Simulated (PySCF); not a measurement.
A structure optimised at B3LYP-D3(BJ)/def2-SVP, used in a PySCF frequency run:

```
Si
H 1 1.4908
H 1 1.4936 2 108.63
C 1 1.9097 2 110.35 3 118.18
H 4 1.1024 1 107.93 2 -165.47
H 4 1.1027 5 106.48 1 -116.03
C 4 1.5424 5 108.31 6 -118.08
H 7 1.1030 4 110.80 5 59.94
H 7 1.1034 8 106.25 4 120.22
C 7 1.4653 8 108.02 9 115.23
N 10 1.1584 9 150.06 7 176.63
Si 1 2.3526 2 109.83 3 -120.37
H 12 1.4919 1 111.12 2 61.35
H 12 1.4933 13 108.92 1 121.49
H 12 1.4952 13 108.77 14 117.63
```
Charge 0, spin multiplicity 1.

Question: Write its SMILES and formula.

Answer: N#CCC[SiH2][SiH3], C₃H₉NSi₂

Question: What are its rotational constants (standard atomic weights)?

Answer: 2.9959, 1.2820, 1.1246 GHz
